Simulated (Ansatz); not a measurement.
C3H9BS (`CSB(C)C`), 14 atoms. Total charge 0; spin multiplicity 1. All runs use 4 threads of a server CPU on a shared host. Correlated methods freeze the cores.

(1) Give the basis size and wall time and peak host memory of each of these runs in Ansatz. RKS ωB97M-V/def2-QZVPP energy; RKS PBE0-D4/def2-TZVP relaxation (32 steps); RHF-CCSD(T)/def2-TZVPP energy; RHF-MP2/def2-QZVPP energy; RKS ωB97X-V/def2-TZVPP energy; RKS PBE0-D4/def2-QZVPP energy; RKS ωB97M-V/def2-TZVPP energy and forces; RKS PBE0-D4/def2-TZVP frequencies; RKS r2SCAN0-D4/def2-TZVPP energy; RKS ωB97M-V/def2-SVP energy; RKS HSE06-D4/def2-TZVPP energy; direct RPA on PBE orbitals/def2-TZVPP energy. (Best estimate.)

Answers

(1) Ansatz gave: Other jobs shared the machine, so times are rough.

```csv
level,job,functions,wall time,peak host memory (GiB)
RKS HSE06-D4/def2-TZVPP,energy,292,3.2 s,0.82
RKS r2SCAN0-D4/def2-TZVPP,energy,292,3.7 s,0.8
RKS ωB97M-V/def2-SVP,energy,119,5.5 s,0.38
RKS ωB97X-V/def2-TZVPP,energy,292,6.5 s,0.95
RKS ωB97M-V/def2-TZVPP,energy and forces,292,8.5 s,1.2
direct RPA on PBE orbitals/def2-TZVPP,energy,292,9 s,0.82
RKS PBE0-D4/def2-QZVPP,energy,568,15 s,2.2
RKS ωB97M-V/def2-QZVPP,energy,568,29 s,2.7
RHF-MP2/def2-QZVPP,energy,568,43 s,4.5
RKS PBE0-D4/def2-TZVP,relaxation (32 steps),215,84 s,0.62
RHF-CCSD(T)/def2-TZVPP,energy,292,3.9 min,9.1
RKS PBE0-D4/def2-TZVP,frequencies,215,5.2 min,0.63
```

HSE06 is defined as in plane-wave codes.
